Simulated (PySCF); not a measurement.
Species: C5H9N2 (doublet state).
Z-matrix (Å and degrees, GFN2-xTB geometry), rows numbered from 1:
```
C 
C   1  1.3660
C   2  1.3891  1  126.52
N   3  1.3790  2  121.43  1  -178.63
C   3  1.5058  2  122.21  1    -1.16
N   5  1.4322  3  111.17  2  -176.08
C   6  1.2504  5  120.43  3   131.01
H   1  1.0742  2  122.15  3    -0.07
H   1  1.0737  2  120.90  3  -179.88
H   2  1.0841  1  117.80  3   179.89
H   4  1.0075  3  116.46  2   -22.84
H   4  1.0094  3  114.39  2  -163.03
H   5  1.0994  3  108.24  2    67.05
H   5  1.1035  3  110.35  2   -50.35
H   7  1.0959  6  124.38  5     0.03
H   7  1.0805  6  118.58  5   179.46
```

The hyperfine couplings belong to this conformer and change with its torsions.

The species is `C=C[C](N)CN=C` [radical].

Theory: UKS B3LYP, pcH-1 on C H N, non-relativistic, mean-field spin-orbit, GIAO (PySCF). The structure is a single GFN2-xTB conformer in the gas phase; no vibrational or solvent corrections. Couplings are sensitive to structure, and on GFN2-xTB geometries they can be far from those on DFT ones. Stability of the SCF solution: not tested.

Give the principal g shifts and their parts.

```json
{"Δg (ppm)": "relativistic mass correction", "1": "-166", "2": "-166", "3": "-166"}
{"Δg (ppm)": "gauge correction", "1": "-1", "2": "42", "3": "26"}
{"Δg (ppm)": "orbital Zeeman/spin–orbit", "1": "-14", "2": "535", "3": "1166"}
{"Δg (ppm)": "total", "1": "-181", "2": "412", "3": "1026"}
```

So g = 2.00214, 2.00273, 2.00335 and g_iso = 2.00274; the tensor is rhombic: the two nearest values differ by 49 % of g3 − g1. Axes: g2 points within 7° of the C3–N4 bond.

At 9.481 GHz, how far is the centre of the isotropic spectrum from where a free electron (g = 2.002319) resonates?

B = hν/(g μB) with μB/h = 13.99624 MHz/mT gives 338.31 mT for the free electron and 338.23 mT at g_iso, 0.07 mT lower.

Average each term over the three axes. Which is largest in size?

The orbital-Zeeman/spin–orbit term 562, the mass correction -166 and the gauge correction 22 ppm, for a total of 419 ppm. The orbital-Zeeman/spin–orbit term is the largest in size. The mass correction is the same along every axis, so the anisotropy comes from the other two: their spans along these axes are 43 (gauge) and 1181 ppm (orbital Zeeman/spin–orbit).

In a frozen sample, at which fields do the three g values resonate at 9.5, 34, 94 and 263 GHz (hyperfine left aside), and which band first spreads them over more than twice a line width of 1.0 mT?

```csv
band,GHz,B(g3) mT,B(g2) mT,B(g1) mT,spread mT
X,9.5,338.81,338.91,339.01,0.20
Q,34.0,1212.58,1212.96,1213.31,0.73
W,94.0,3352.44,3353.46,3354.46,2.02
J,263.0,9379.69,9382.57,9385.34,5.66
```

The spread grows in proportion to the frequency. W band is the first where it exceeds 2.0 mT.

The largest Mulliken spin populations are on C1 (+0.59), C3 (+0.49), C2 (-0.19) and N4 (+0.15). The positive populations add up to 1.29 and the negative ones to -0.29, together 2S = 1. The angles at C1 add up to 360.0°, so it is planar.

The HOMO–LUMO gaps are 3.03 eV among the α and 5.50 eV among the β orbitals.
